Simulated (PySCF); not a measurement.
**Radial density of Fe²⁺ (iron, charge +2)**

TPSSh, [Ar] 3d5 4s1, high-spin 7S determinant (an excited configuration). Computed with PySCF 2.14 in aug-cc-pVDZ, with the non-relativistic Hamiltonian (point nucleus).

```json
{"r (bohr)": "0.00104", "4πr²ρ (e/bohr)": "0.1527", "4πr²(ρα − ρβ)": "0.0001"}
{"r (bohr)": "0.00175", "4πr²ρ (e/bohr)": "0.4162", "4πr²(ρα − ρβ)": "0.0003"}
{"r (bohr)": "0.00294", "4πr²ρ (e/bohr)": "1.107", "4πr²(ρα − ρβ)": "0.0008"}
{"r (bohr)": "0.00494", "4πr²ρ (e/bohr)": "2.823", "4πr²(ρα − ρβ)": "0.0021"}
{"r (bohr)": "0.00830", "4πr²ρ (e/bohr)": "6.706", "4πr²(ρα − ρβ)": "0.0048"}
{"r (bohr)": "0.0140", "4πr²ρ (e/bohr)": "14.15", "4πr²(ρα − ρβ)": "0.0100"}
{"r (bohr)": "0.0235", "4πr²ρ (e/bohr)": "24.55", "4πr²(ρα − ρβ)": "0.0161"}
{"r (bohr)": "0.0395", "4πr²ρ (e/bohr)": "31.13", "4πr²(ρα − ρβ)": "0.0156"}
{"r (bohr)": "0.0665", "4πr²ρ (e/bohr)": "26.78", "4πr²(ρα − ρβ)": "0.0081"}
{"r (bohr)": "0.112", "4πr²ρ (e/bohr)": "25.94", "4πr²(ρα − ρβ)": "0.0677"}
{"r (bohr)": "0.188", "4πr²ρ (e/bohr)": "34.86", "4πr²(ρα − ρβ)": "0.4239"}
{"r (bohr)": "0.316", "4πr²ρ (e/bohr)": "20.02", "4πr²(ρα − ρβ)": "1.7859"}
{"r (bohr)": "0.532", "4πr²ρ (e/bohr)": "14.19", "4πr²(ρα − ρβ)": "4.5083"}
{"r (bohr)": "0.895", "4πr²ρ (e/bohr)": "13.67", "4πr²(ρα − ρβ)": "4.3690"}
{"r (bohr)": "1.51", "4πr²ρ (e/bohr)": "3.236", "4πr²(ρα − ρβ)": "1.8371"}
{"r (bohr)": "2.53", "4πr²ρ (e/bohr)": "0.6262", "4πr²(ρα − ρβ)": "0.6092"}
{"r (bohr)": "4.26", "4πr²ρ (e/bohr)": "0.05661", "4πr²(ρα − ρβ)": "0.0565"}
{"r (bohr)": "7.16", "4πr²ρ (e/bohr)": "7.025e-05", "4πr²(ρα − ρβ)": "0.0001"}
{"r (bohr)": "12.0", "4πr²ρ (e/bohr)": "1.642e-05", "4πr²(ρα − ρβ)": "0.0000"}
```
